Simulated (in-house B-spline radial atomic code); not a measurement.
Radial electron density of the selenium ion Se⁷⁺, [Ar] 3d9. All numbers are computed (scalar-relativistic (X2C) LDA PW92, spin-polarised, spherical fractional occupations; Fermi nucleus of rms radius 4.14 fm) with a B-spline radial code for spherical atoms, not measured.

One-electron X2C: radii and densities carry no picture-change correction, so inner-shell <1/r> comes out high (for 1s by about 2 % at Z = 33, 5 % at 54, 10 % at 75, 30 % at 118) and <r> low.

Columns: r (bohr), 4πr²n(r) (electrons per bohr), bar.

```
 0.00167    1.271 #
 0.00199    1.714 ##
 0.00236    2.285 ##
 0.00281    3.054 ###
 0.00334    4.048 ####
 0.00398    5.355 #####
 0.00474    7.023 ######
 0.00563    9.093 ########
  0.0067    11.68 ##########
 0.00798    14.83 #############
 0.00949     18.5 #################
  0.0113     22.7 ####################
  0.0134    27.14 ########################
   0.016    31.84 #############################
   0.019    36.07 ################################
  0.0226    39.52 ###################################
  0.0269    41.62 #####################################
   0.032    41.99 ######################################
  0.0381    40.61 ####################################
  0.0454    38.01 ##################################
   0.054    35.38 ################################
  0.0642    34.18 ###############################
  0.0764    35.61 ################################
  0.0909    39.78 ####################################
   0.108    45.14 ########################################
   0.129    49.06 ############################################
   0.153     48.6 ############################################
   0.182    43.14 #######################################
   0.217    34.78 ###############################
   0.258    28.05 #########################
   0.307    26.06 #######################
   0.365     28.5 ##########################
   0.434    31.58 ############################
   0.517    31.18 ############################
   0.615       26 #######################
   0.732    18.01 ################
   0.871    10.29 #########
    1.04    4.723 ####
    1.23    1.834 ##
    1.47   0.5246 
    1.74   0.1225 
    2.08  0.01864
```

On this grid the curve has 3 maxima, near 0.032, 0.129, 0.434 bohr.

The 3d down radial function P(r) = rR(r), positive near the nucleus:

```json
{"r (bohr)": "0.0134", "P": "0.001414"}
{"r (bohr)": "0.019", "P": "0.003721"}
{"r (bohr)": "0.0269", "P": "0.009551"}
{"r (bohr)": "0.0381", "P": "0.02381"}
{"r (bohr)": "0.054", "P": "0.05695"}
{"r (bohr)": "0.0764", "P": "0.1279"}
{"r (bohr)": "0.108", "P": "0.2652"}
{"r (bohr)": "0.153", "P": "0.4981"}
{"r (bohr)": "0.217", "P": "0.82"}
{"r (bohr)": "0.307", "P": "1.139"}
{"r (bohr)": "0.434", "P": "1.292"}
{"r (bohr)": "0.615", "P": "1.157"}
{"r (bohr)": "0.871", "P": "0.7879"}
{"r (bohr)": "1.23", "P": "0.379"}
{"r (bohr)": "1.74", "P": "0.1099"}
```
